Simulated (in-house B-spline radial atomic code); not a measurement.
The numbers below are computed, except where a source is named.
## C6 from the polarisability at imaginary frequency: Hg2+

LDA exchange-only linear response of the closed shell [Xe] 4f14 5d10, from a B-spline radial code for spherical atoms; scalar-relativistic (spin-free one-electron X2C), finite nucleus, no spin-orbit coupling; shells from n = 3 respond.

The dispersion coefficient of two like species is C6 = (3/π) ∫ α(iu)² du from 0 to ∞.

| u (hartree) | α(iu) (bohr³) |
| --- | --- |
| 0 | 8.495 |
| 0.156 | 8.166 |
| 0.364 | 7.106 |
| 0.624 | 5.733 |
| 1.04 | 4.132 |
| 1.56 | 2.888 |
| 2.34 | 1.845 |
| 3.64 | 1.036 |
| 5.2 | 0.6211 |
| 7.79 | 0.3405 |
| 13 | 0.1575 |
| 26 | 0.05382 |

Problem. Fit one oscillator, α(iu) = α(0)/(1 + u²/ω²), through u = 2.34 and estimate C6.

Solution. From α(0)/α(iu) − 1 = 8.495/1.845 − 1 = 3.6043, ω = u/√3.6043 = 1.2325 hartree (33.5 eV). London's formula gives C6 = (3/4) α(0)² ω = 0.75 × 8.495² × 1.2325 = 66.71 hartree·bohr⁶, and the oscillator holds f = α(0) ω² = 12.91 electrons, of a sum of oscillator strengths of 71.6.

Problem. How does that compare with the full integral?

Solution. The program's quadrature over all excitations gives C6 = 56.29, so the single oscillator is off by +18.5 %. At the last point the fit gives α = 0.019 against 0.0538: higher excitations, and deeper shells where there are any, keep the true curve higher at large u.
